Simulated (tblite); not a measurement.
Species: FH9O3Si4.
Geometry (GFN2-xTB, Å), atoms numbered from 1 in this order:
```xyz
17
FH9O3Si4 angstrom
O     -1.9238   -0.9585   -1.5664
Si    -1.5458   -1.2635   -0.0169
O     -2.9361   -0.9850    0.8066
Si    -0.0021    0.3479    0.4622
F      0.1385    0.2731    2.0979
Si    -0.1402    2.6000   -0.0784
O      1.4703   -0.1259   -0.0351
Si     2.8518   -0.9462   -0.2144
H     -2.7665   -1.2335   -1.9177
H     -1.2498   -2.6994    0.1477
H     -2.9584   -1.0110    1.7571
H      0.8355    3.0273   -1.0908
H     -1.4694    2.9286   -0.6153
H      0.0570    3.5092    1.0618
H      2.5092   -2.3210   -0.5788
H      3.5505   -0.2375   -1.2848
H      3.5723   -0.8927    1.0556
```

Method: GFN2-xTB as coded in tblite; computed harmonic values from a numerical Hessian at the method's own geometry, unscaled. Errors from tens to a few hundred cm⁻¹ against measured bands are possible. Modes of hydrogen on silicon can be 10 to 20 % off. One conformer, not necessarily the lowest. The optimisation stopped once no atom felt more than 0.01 eV/Å.

Lowest wavenumbers of the output (negative numbers stand for imaginary wavenumbers):
```
mode    cm-1
  1     -31.2
  2       6.0
  3      21.9
  4      30.6
  5      39.1
  6      67.5
  7      88.0
  8     120.8
```

Question: Is this structure a minimum?

Answer: Not by this Hessian. 1 mode is imaginary beyond 20i (31i cm⁻¹), so at this level the point lies at or near a first-order saddle. The curvature is small, so loose convergence or finite differences may be the whole cause.

Question: Which atoms move in the imaginary mode?

Answer: 31i: H12 (Si–H hydrogen) 34 %, H13 (Si–H hydrogen) 33 %, H14 (Si–H hydrogen) 32 %. These are shares of the mass-weighted motion.

Question: What is the remedy?

Answer: Step along that mode in both directions, optimise again with tighter thresholds and repeat the frequencies. The zero-point energy of this point (57.1 kcal/mol) counts the 44 real modes alone, and thermal corrections from it aren't those of a minimum.
